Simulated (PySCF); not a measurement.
Distorted geometries of Bi(SiH3)3

Bi(SiH3)3 (singlet). PySCF 2.14.0, RKS B3LYP, Bi def2-SVP with ECP60, Si def2-SVP, H def2-SVP; non-relativistic Hamiltonian with scalar-relativistic core potentials where named; density fitting; no spin-orbit coupling. Relaxed geometry:

```xyz
13

Bi   -0.1258   -1.5434   -0.0819
Si   -1.1479   -0.0474    1.9229
H    -0.9166    1.4147    1.7315
H    -2.6183   -0.2937    2.0067
H    -0.5240   -0.4686    3.2125
Si   -1.1710    0.1194   -1.9379
H    -0.6406   -0.2599   -3.2820
H    -2.6560   -0.0395   -1.9559
H    -0.8444    1.5520   -1.6764
Si    2.1918   -0.1543   -0.0616
H     3.0012   -0.5637    1.1245
H     2.9616   -0.4856   -1.2980
H     1.9729    1.3215   -0.0126
```

Order these distorted geometries by energy above the relaxed one, lowest first.
A.
```xyz
13

Bi   -0.2036   -1.6268   -0.0077
Si   -0.9272   -0.0579    1.8456
H    -0.9734    1.3870    1.8731
H    -2.8534   -0.1611    1.9477
H    -0.5537   -0.4855    3.0821
Si   -1.2317    0.1348   -1.7616
H    -0.6921   -0.2498   -3.2940
H    -2.8048    0.0182   -1.8299
H    -0.9265    1.6120   -1.5655
Si    2.3016   -0.0149   -0.1022
H     3.2184   -0.4937    0.9157
H     2.9964   -0.7102   -1.3754
H     2.1329    1.1992   -0.0362
```
B.
```xyz
13

Bi    0.1072   -1.4533   -0.1105
Si   -1.0136   -0.1379    1.9110
H    -1.1182    1.5027    1.6711
H    -2.7484   -0.1262    2.0482
H    -0.6050   -0.4390    3.3419
Si   -1.1909   -0.0094   -2.0271
H    -0.7217   -0.2817   -3.2994
H    -2.6835   -0.1181   -1.9613
H    -0.8783    1.5503   -1.6438
Si    2.2844   -0.2195   -0.0266
H     3.0426   -0.5509    1.1242
H     3.0014   -0.4513   -1.2858
H     2.0070    1.2855   -0.0501
```
C.
```xyz
13

Bi   -0.2365   -1.6169   -0.2685
Si   -1.1842   -0.1066    1.9375
H    -0.9563    1.7214    2.1418
H    -2.6964   -0.3607    2.0689
H    -0.5337   -0.5847    3.2398
Si   -0.8277   -0.0425   -2.0668
H    -0.6142   -0.1012   -3.3137
H    -2.5588    0.0176   -1.8328
H    -0.6351    1.7426   -1.6855
Si    2.0169   -0.4584   -0.3060
H     2.8089   -0.6786    0.9901
H     3.1456   -0.4320   -1.3960
H     1.7543    1.4513    0.1829
```

B (1.51 eV), A (3.09 eV), C (4.71 eV).

Which forces (eV/Å) act in the one that lies 1.51 eV up?


```
Bi  -1.82 -1.85 -0.17
Si  -3.38  2.81  0.56
H    0.80 -1.82  0.32
H    2.33 -0.72 -0.40
H    0.23  0.01 -0.52
Si  -0.38  2.76  3.04
H    0.84 -0.57 -2.20
H    0.16 -0.27  0.03
H   -0.32 -1.68 -0.60
Si   0.08  2.64 -1.12
H    0.85 -0.47  1.18
H    0.38 -0.34 -0.31
H    0.23 -0.50  0.19
```
Forces carry noise of the integration grid, about 0.01 to 0.03 eV/Å.

No frequency check is given that shows the relaxed geometry to be a minimum.
